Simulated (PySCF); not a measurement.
## Bonding in `C/C(Cl)=C(\[SiH3])CF`

Compound: C4H8ClFSi.
Atom-mapped SMILES: `[CH3:1]/[C:2]([Cl:3])=[C:4](\[SiH3:5])[CH2:6][F:7]` (hydrogens: H8, H9, H10 on C1; H11, H12, H13 on Si5; H14, H15 on C6)

Structure used (GFN2-xTB), in Å, numbered top down from 1:
```
atom  x, y, z in Å
C1     2.0667    0.6361   -0.1519
C2     1.0123   -0.4115   -0.2003
Cl3    1.6825   -1.9970   -0.5548
C4    -0.2957   -0.2924   -0.0172
Si5   -1.2700    1.2828    0.3851
C6    -1.1721   -1.5051   -0.1205
F7    -2.4886   -1.1689    0.0892
H8     2.6085    0.6609   -1.0965
H9     1.6348    1.6120    0.0374
H10    2.7850    0.4041    0.6337
H11   -1.9492    1.0686    1.6602
H12   -2.2165    1.5088   -0.7041
H13   -0.3672    2.4295    0.4998
H14   -1.1192   -1.9614   -1.1161
H15   -0.9159   -2.2586    0.6339
```

Bond orders from the PBE0/pcSseg-1 density (PySCF). Isolated species at its GFN2-xTB geometry (one conformer only).

Q: How far do the computed orders between heavy atoms stray from the drawn ones?

A: The largest departure is 0.237, at C2–C4 (drawn double, 1.763). Drawn single, order below 0.88: C4–Si5 (0.844) and C6–F7 (0.861).

Q: Set the Mayer orders of the bonds beside their lengths.

A: 
```tsv
bond	drawn as	length (Å)	Mayer order
C1–C2	single	1.487	1.066
C2–Cl3	single	1.757	1.082
C2–C4	double	1.326	1.763
C4–Si5	single	1.895	0.844
C4–C6	single	1.500	1.037
C6–F7	single	1.375	0.861
C1–H8	single	1.089	0.938
C1–H9	single	1.084	0.949
C1–H10	single	1.089	0.938
Si5–H11	single	1.460	0.942
Si5–H12	single	1.461	0.941
Si5–H13	single	1.464	0.923
C6–H14	single	1.097	0.940
C6–H15	single	1.097	0.940
```

Bonds between the same two heavy elements. C–C: lowest C4–C6 (1.037, 1.500 Å), highest C2–C4 (1.763, 1.326 Å).

Q: Sum the orders of all bonds at each heavy atom with more than one neighbour and set the sums beside the valence in the SMILES.

A: C1 3.891 (drawn 4), C2 3.911 (drawn 4), C4 3.644 (drawn 4), Si5 3.650 (drawn 4), C6 3.778 (drawn 4). Orders between atoms that aren't bonded are not in these sums.

For a closed shell the Mayer order of atoms A and B is Σ (PS)μν (PS)νμ over the basis functions μ on A and ν on B, with P the density and S the overlap matrix.

The run behind these numbers computed NMR shieldings as well. Time: 55 s wall (grids of density and orbitals included); peak memory 0.79 GiB. Hardware: Arm Neoverse N1, one thread, on a shared host.
